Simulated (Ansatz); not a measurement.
Geometry optimisation, RKS PBE0-D4/def2-SVP in Ansatz 0.2.0.

Input:

```yaml
crystal:
  periodic: [false, false, false]
  atoms:
    - { symbol: F, position_ang: [0.559, -0.79, 2.1802] }
    - { symbol: Ge, position_ang: [0.1646, -0.7908, 0.4458] }
    - { symbol: F, position_ang: [0.4694, -2.2557, -0.469] }
    - { symbol: C, position_ang: [-0.4335, 0.7689, -0.4461] }
    - { symbol: S, position_ang: [1.2547, 0.9517, -0.5813] }
    - { symbol: H, position_ang: [-0.9926, 0.5542, -1.4171] }
    - { symbol: H, position_ang: [1.96369, 2.1103, -0.82497] }
basis:
  gaussian: { orbitals: def2-SVP }
hamiltonian:
  xc: pbe0
  dispersion: d4
relax:
  f_tol: 0.02
  max_steps: 50
output:
  orbitals: {}
```

Launched with:

```bash
$ ansatz run input.yaml --threads 2 --pin off --max-ram 3072MiB --backend cpu --events-out ev --progress --plain --runs-dir out
```

Question: Where does it end, and by what steps?

Answer: It converged. After 29 steps the energy has fallen by 2.694 eV; F1 moved furthest, 1.44 Å. Parted: Ge2–S5.

```tsv
step	energy less start (eV)	largest force component (eV/Å)	accepted
0	0.0000	4.410	yes
2	-1.5264	1.308	yes
4	-1.8083	0.572	yes
6	-1.8445	0.235	yes
8	-1.8633	0.182	yes
10	-1.9572	1.439	yes
12	-2.2420	1.831	yes
14	-2.4983	0.701	yes
16	-2.5551	0.665	yes
18	-2.5422	0.459	no
20	-2.5909	0.167	yes
22	-2.6127	0.452	yes
24	-2.6463	0.807	yes
26	-2.6898	0.213	yes
28	-2.6935	0.043	yes
29	-2.6936	0.008	yes
```

```xyz
7
Properties=species:S:1:pos:R:3
F 1.532 -1.514 1.409
Ge 0.067 -0.887 0.710
F -0.727 -2.329 0.146
C 0.354 0.373 -0.672
S 1.539 1.591 -0.614
H -0.585 0.618 -1.184
H 0.805 2.697 -0.907
```

The run took 31 s on 2 threads of AMD EPYC 9R45 96-Core Processor (Zen 5), on a shared host, peak memory 0.26 GiB.
